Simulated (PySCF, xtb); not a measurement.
C2H7ClOSi2, SMILES O[SiH2]/C(Cl)=C/[SiH3]. The values are those of a single conformer.

Harmonic wavenumbers (cm⁻¹) from xtb 6.7.1 with GFN2-xTB at its own minimum, in rising order: 22, 98, 115, 125, 144, 209, 251, 327, 379, 493, 535, 555, 585, 601, 724, 765, 772, 780, 784, 793, 803, 806, 864, 927, 1207, 1630, 2246, 2251, 2255, 2262, 2337, 3052, 3639.

Problem. What does PySCF with PBE-D3(BJ)/def2-SVP give at its own minimum? (The exact figures need the calculation; the answer reports its results.)

Solution. 40, 82, 102, 125, 158, 200, 263, 327, 443, 500, 595, 622, 644, 701, 725, 793, 807, 847, 869, 889, 904, 910, 914, 930, 1155, 1595, 2152, 2166, 2172, 2180, 2205, 3073, 3738. Paired by order, the mean absolute difference is 51 cm⁻¹ and the zero-point energies are 47.7 and 48.4 kcal/mol.
